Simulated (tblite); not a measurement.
A geometry optimisation, step by step.

C3H9BO2Si.
Bonds: C1–C2 (double), C2–C3, C3–Si4, C2–B5, B5–O6, B5–O7. Hydrogens: H8, H9 on C1; H10, H11 on C3; H12, H13, H14 on Si4; H15 on O6; H16 on O7.

Computed with GFN2-xTB (tblite), gas phase: L-BFGS steps from a force-field or distance-geometry start until the largest atomic force falls under 0.01 eV/Å. 7 of its 181 geometries are shown.

Step 0: E = -600.8453 eV, largest atomic force 4.066 eV/Å
```
atom  x, y, z in Å  |  force x, y, z in eV/Å
C1     -0.924   -1.465    0.518   -0.374   0.839  -0.304
C2     -0.287   -0.301    0.382    1.556   0.130   0.056
C3      1.169   -0.147    0.741   -1.113  -0.970   1.402
Si4     2.224    0.398   -0.672    1.087   0.244  -0.986
B5     -1.085    0.941   -0.144   -3.683  -1.136  -1.295
O6     -2.143    1.378    0.772    0.169  -1.383  -1.041
O7     -1.530    0.870   -1.565   -0.609  -0.419   2.322
H8     -0.456   -2.366    0.888   -0.148   0.188  -0.113
H9     -1.976   -1.458    0.236    0.253  -0.603   0.189
H10     1.166    0.575    1.587    0.369  -0.515  -0.380
H11     1.501   -1.161    1.075    0.063   0.842   0.177
H12     2.329   -0.746   -1.608   -0.025   0.270   0.116
H13     1.717    1.595   -1.349    0.002  -0.084   0.065
H14     3.579    0.680   -0.117   -0.318  -0.039  -0.156
H15    -2.793    0.620    0.801    1.011   1.528   0.180
H16    -2.499    0.597   -1.555    1.762   1.107  -0.230
```

Step 30: E = -602.8144 eV, largest atomic force 0.207 eV/Å
```
atom  x, y, z in Å  |  force x, y, z in eV/Å
C1     -0.834   -1.749    0.581    0.000  -0.017  -0.056
C2     -0.423   -0.503    0.379   -0.068   0.126   0.149
C3      0.980   -0.122    0.729    0.026   0.016   0.028
Si4     2.104    0.378   -0.726    0.008  -0.005  -0.022
B5     -1.407    0.590   -0.218   -0.087  -0.002  -0.168
O6     -2.402    1.242    0.446    0.109   0.057   0.124
O7     -1.309    0.859   -1.534    0.070  -0.036  -0.188
H8     -0.158   -2.507    0.949   -0.071  -0.061   0.033
H9     -1.841   -2.061    0.366   -0.009  -0.047  -0.033
H10     0.952    0.722    1.425    0.022  -0.024   0.012
H11     1.441   -0.967    1.247    0.070   0.084   0.062
H12     2.259   -0.709   -1.690   -0.090  -0.030  -0.018
H13     1.654    1.609   -1.365   -0.064   0.020  -0.037
H14     3.421    0.632   -0.128    0.039   0.022   0.024
H15    -2.464    1.137    1.392   -0.017  -0.130   0.047
H16    -1.982    1.457   -1.865    0.063   0.026   0.041
```

Step 60: E = -602.8659 eV, largest atomic force 0.059 eV/Å
```
atom  x, y, z in Å  |  force x, y, z in eV/Å
C1     -0.809   -1.791    0.569   -0.008  -0.002  -0.002
C2     -0.418   -0.534    0.392   -0.031  -0.002   0.009
C3      0.955   -0.088    0.785   -0.014   0.029  -0.006
Si4     2.014    0.366   -0.734    0.026   0.007  -0.038
B5     -1.354    0.577   -0.248   -0.019  -0.009   0.007
O6     -2.309    1.251    0.454   -0.005  -0.014   0.052
O7     -1.192    0.900   -1.546    0.029   0.004   0.019
H8     -0.159   -2.538    0.999    0.004   0.004  -0.003
H9     -1.791   -2.130    0.282    0.010   0.012  -0.006
H10     0.878    0.799    1.416   -0.003   0.043   0.040
H11     1.446   -0.864    1.376    0.011  -0.021  -0.023
H12     2.044   -0.754   -1.672   -0.007   0.001   0.004
H13     1.518    1.583   -1.376    0.022  -0.022   0.009
H14     3.372    0.629   -0.232   -0.014  -0.010  -0.008
H15    -2.415    1.012    1.373   -0.008  -0.008  -0.040
H16    -1.787    1.588   -1.850    0.007  -0.013  -0.014
```

Step 90: E = -602.8945 eV, largest atomic force 0.521 eV/Å
```
atom  x, y, z in Å  |  force x, y, z in eV/Å
C1     -0.759   -1.715    0.686   -0.077  -0.018   0.058
C2     -0.389   -0.454    0.484   -0.009   0.043  -0.067
C3      0.995    0.032    0.770    0.007   0.055  -0.009
Si4     2.005    0.289   -0.831    0.057   0.005  -0.047
B5     -1.363    0.604   -0.180   -0.378   0.128   0.081
O6     -2.640    0.875    0.271    0.490  -0.071  -0.163
O7     -0.915    1.280   -1.267   -0.310  -0.068   0.171
H8     -0.090   -2.474    1.064    0.022   0.082   0.033
H9     -1.765   -2.045    0.472    0.044  -0.017  -0.039
H10     0.911    0.978    1.304    0.105   0.112  -0.013
H11     1.537   -0.654    1.422   -0.093  -0.147   0.008
H12     1.692   -0.806   -1.760    0.009   0.146   0.028
H13     1.842    1.624   -1.409   -0.073  -0.110   0.002
H14     3.426    0.181   -0.451   -0.055  -0.027   0.008
H15    -2.921    0.427    1.069    0.082  -0.032  -0.139
H16    -1.574    1.867   -1.654    0.179  -0.080   0.090
```

Step 120: E = -602.9531 eV, largest atomic force 0.036 eV/Å
```
atom  x, y, z in Å  |  force x, y, z in eV/Å
C1     -0.732   -1.624    0.862   -0.005  -0.011   0.021
C2     -0.369   -0.382    0.549   -0.006   0.018   0.006
C3      1.029    0.092    0.774   -0.011  -0.015   0.014
Si4     1.952    0.233   -0.893    0.007  -0.024  -0.012
B5     -1.348    0.627   -0.167   -0.011   0.022  -0.026
O6     -2.707    0.568   -0.080    0.011  -0.021   0.017
O7     -0.802    1.604   -0.923    0.015  -0.030   0.011
H8     -0.045   -2.324    1.314   -0.006  -0.015   0.000
H9     -1.721   -2.005    0.660    0.001   0.008   0.017
H10     1.010    1.072    1.251    0.008  -0.015  -0.011
H11     1.556   -0.596    1.438   -0.005   0.008  -0.004
H12     1.380   -0.721   -1.848    0.006   0.024  -0.011
H13     1.942    1.588   -1.433   -0.009   0.013   0.008
H14     3.346   -0.163   -0.637   -0.002   0.019  -0.005
H15    -3.053   -0.135    0.468   -0.002   0.008  -0.015
H16    -1.444    2.175   -1.348    0.007   0.010  -0.011
```

Step 150: E = -602.9671 eV, largest atomic force 0.043 eV/Å
```
atom  x, y, z in Å  |  force x, y, z in eV/Å
C1     -0.802   -1.631    0.996   -0.009  -0.004   0.025
C2     -0.378   -0.443    0.567    0.013   0.015   0.021
C3      1.040   -0.008    0.750   -0.010  -0.015  -0.008
Si4     1.903    0.374   -0.913    0.015  -0.021   0.013
B5     -1.311    0.557   -0.216    0.007  -0.009  -0.003
O6     -2.670    0.577   -0.149    0.010   0.013   0.000
O7     -0.694    1.450   -1.020   -0.028   0.030  -0.005
H8     -0.154   -2.328    1.505    0.016  -0.003  -0.015
H9     -1.818   -1.966    0.847    0.005  -0.004  -0.008
H10     1.052    0.903    1.352    0.002  -0.011  -0.021
H11     1.595   -0.772    1.300   -0.012   0.024  -0.008
H12     1.390   -0.495   -1.973   -0.040   0.012   0.001
H13     1.861    1.779   -1.301    0.015   0.026   0.025
H14     3.320    0.028   -0.704   -0.008  -0.012   0.004
H15    -3.067   -0.071    0.431    0.015  -0.001  -0.005
H16    -1.274    2.056   -1.483    0.009  -0.039  -0.016
```

Step 180: E = -602.9784 eV, largest atomic force 0.009 eV/Å
```
atom  x, y, z in Å  |  force x, y, z in eV/Å
C1     -0.792   -1.626    1.039    0.002   0.000   0.001
C2     -0.374   -0.443    0.594    0.001  -0.003   0.000
C3      1.041    0.001    0.763    0.002   0.003  -0.003
Si4     1.866    0.402   -0.916   -0.002   0.003  -0.006
B5     -1.296    0.535   -0.226    0.003  -0.003   0.003
O6     -2.656    0.547   -0.196   -0.001   0.004   0.003
O7     -0.661    1.410   -1.037    0.004  -0.007  -0.001
H8     -0.138   -2.313    1.554    0.006  -0.001   0.000
H9     -1.805   -1.971    0.892   -0.002  -0.001   0.003
H10     1.052    0.913    1.362   -0.002  -0.005   0.000
H11     1.611   -0.755    1.306   -0.008   0.001   0.002
H12     1.236   -0.322   -2.019    0.000   0.005   0.005
H13     1.949    1.840   -1.162    0.004  -0.005  -0.003
H14     3.247   -0.103   -0.801    0.000   0.001   0.002
H15    -3.059   -0.089    0.392   -0.004   0.000  -0.004
H16    -1.228    1.982   -1.555   -0.003   0.008  -0.002
```

Task: Summarise the path.

Result: The energy falls by 2.1331 eV from step 0 to step 180; nine tenths of that is first reached at step 25. It rises by more than 0.2 meV at step 90. The largest force goes from 4.066 to 0.009 eV/Å. Among the bonds B5–O7 changes most, from 1.491 to 1.351 Å; the atoms move by 0.896 Å rms after alignment.

The cost below is that of the whole relaxation. Time: 1.2 s wall. Hardware: an Arm Neoverse V1 with one thread, no GPU, on a shared host.
